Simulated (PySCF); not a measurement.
Structure problem from calculated spectra and properties.

Elements present: C, Cl, F and H. Monoisotopic mass: 134.0299 u.

- Valence photoelectron: vertical ionisation energy: 9.54 eV [ΔSCF B3LYP/def2-SVPD]
- Rotational structure: rotational constants A, B, C: 1.835, 1.596, 1.096 GHz [PBE0-D3(BJ)/def2-SVP]
- UV, strongest line: among the 10 lowest singlet transitions: S7 at 7.26 eV (171 nm, f = 0.049) [TDDFT B3LYP/def2-SVPD]
- Polarisability: 83.7 au [B3LYP/def2-SVPD]
- NMR, other nuclei: isotropic shieldings of nuclei other than C and H, by class: 409 (1 F), 847 (1 Cl) ppm [GIAO PBE0/pcSseg-1]
- 13C NMR: chemical shifts (computed TMS as zero) by class: 131.3 (1 C), 130.4 (1 C), 83.7 (1 C), 75.5 (1 C), 23.9 (1 C), 19.6 (1 C) ppm [GIAO PBE0/pcSseg-1]
- UV, first state: lowest singlet excitation: 5.92 eV (209 nm, f = 0.010) [TDDFT B3LYP/def2-SVPD]

Gas-phase values; electronic properties from PySCF, density fitting. Levels stand in brackets. One conformer (not necessarily the lowest) at the PBE0-D3(BJ)/def2-SVP geometry, without solvent, vibrations or thermal averaging. NMR values are class means; diastereotopic atoms form classes of their own.

**Question.** Which formula fits the mass and the elements?

**Answer.** C6H8ClF (calculated 134.0299). No other formula that holds each of these elements comes within 0.0003 u with a fitting electron parity and a possible valence count.

**Question.** What is the compound? Reason from the data.

**Answer.** Numbering: `[CH3:1][C:2]1([C@@H:3]([Cl:4])[CH2:5][F:6])[CH:7]=[CH:8]1`. Its formula, C6H8ClF, gives 2 degrees of unsaturation: 1 ring and 1 π bond in the structure found. 6 carbons fall into 6 classes; from least to most shielded: alkene CH carbon [C7] (131.3 ppm), alkene CH carbon [C8] (130.4 ppm), sp3 C–F carbon [C5] (83.7 ppm), sp3 C–Cl carbon [C3] (75.5 ppm), allylic carbon [C2] (23.9 ppm), methyl carbon [C1] (19.6 ppm). The other shieldings belong to: 409 ppm, alkyl fluorine [F6]; 847 ppm, alkyl chlorine [Cl4]. The first electron is taken from the HOMO, whose largest Löwdin shares are 0.26 on each of 2 atoms of one kind (alkene CH carbon), 0.12 on the allylic carbon and 0.10 on the alkyl chlorine. The optimised geometry has point group C1 and is an asymmetric top. Structure: `CC1([C@@H](Cl)CF)C=C1`. Computed isomers that give other values at the same levels: `FC[C@H]1CC/C1=C\Cl` (rotational constant A: 2.465 GHz; this holds for the one conformer computed). The assignments are read from this structure; whether some other isomer fits the data as well wasn't checked. The mirror image fits equally.

Conformer computed: `[CH3:1][C:2]1([C@@H:3]([Cl:4])[CH2:5][F:6])[CH:7]=[CH:8]1`: C1–C2–C3–Cl4 -68°, C2–C3–C5–F6 55°.
